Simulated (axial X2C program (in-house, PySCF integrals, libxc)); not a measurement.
Curves of IrCl from open-shell CI on d7 s1

Calculated with an axial X2C code built on PySCF integrals: two-component X2C with atomic mean-field Coulomb and Gaunt terms, basis Ir dyall-v3z, Cl dyall-av3z (cores contracted in-house). Orbitals come from Hartree–Fock averaged over the configuration Ir d7 s1; CI then distributes these electrons over the d, s shells of Ir.

Scan along the bond; masses Ir 192.963 u, Cl 34.969 u. Energies in cm⁻¹ from the lowest point; levels are followed by energy order within each Ω. Lowest level at 2.357 Å: 100% d7 s1.

```csv
R (Å),(1)Ω=5,(1)Ω=4,(1)Ω=3,(1)Ω=2,(1)Ω=1,(1)Ω=0,(2)Ω=4
2.192,2247,2241,2759,3115,3408,3578,5144
2.275,631,920,1348,1634,1837,1931,4130
2.357,0,448,838,1068,1201,1252,3943
2.451,117,658,1025,1205,1282,1305,4416
2.546,862,1442,1791,1935,1975,1982,5400
2.652,2175,2761,3088,3203,3219,3216,6877
2.781,4170,4731,5030,5122,5124,5116,8978
```

**Question.** Fit the curves (1)Ω=5, (1)Ω=4, (1)Ω=3, (1)Ω=2, (1)Ω=1, (1)Ω=0, (2)Ω=4 near their minima.

**Answer.** From the open-shell CI curves, Te from the lowest:

| level | Te (cm⁻¹) | Re (Å) | ωe (cm⁻¹) |
| --- | --- | --- | --- |
| (1)Ω=5 | 0 | 2.388 | 320.2 |
| (1)Ω=4 | 480 | 2.375 | 312.2 |
| (1)Ω=3 | 864 | 2.378 | 313.4 |
| (1)Ω=2 | 1079 | 2.385 | 312.4 |
| (1)Ω=1 | 1191 | 2.392 | 312.7 |
| (1)Ω=0 | 1230 | 2.396 | 313.7 |
| (2)Ω=4 | 3974 | 2.339 | 321.1 |

Without dynamic correlation distances can be off by several hundredths of an Å (long for ionic bonds, short for multiple bonds) and the wavenumbers are rough.

The 7 lowest curves are shown; the next is (2)Ω=0, from 4589 cm⁻¹.

There is no dynamic correlation: spin–orbit spacings and, for f shells, spacings inside one term are the most reliable numbers, splittings between terms come out too wide, and energies between configurations are not reliable, so the lowest level need not be the ground state of the molecule. For d shells the ligand-field splittings (σ, π, δ) and their order can be off by a thousand cm⁻¹ or more. At most 4 roots were kept for each Ω > 0 (twice that for Ω = 0) within 3.2 eV of the lowest, so higher up levels can be missing between those listed; levels with Ω > 0 are doubly degenerate and listed once, Ω = 0 levels singly. Some active spinors are only partly of the character that their shell is named for, so the shell names and counts are nominal.
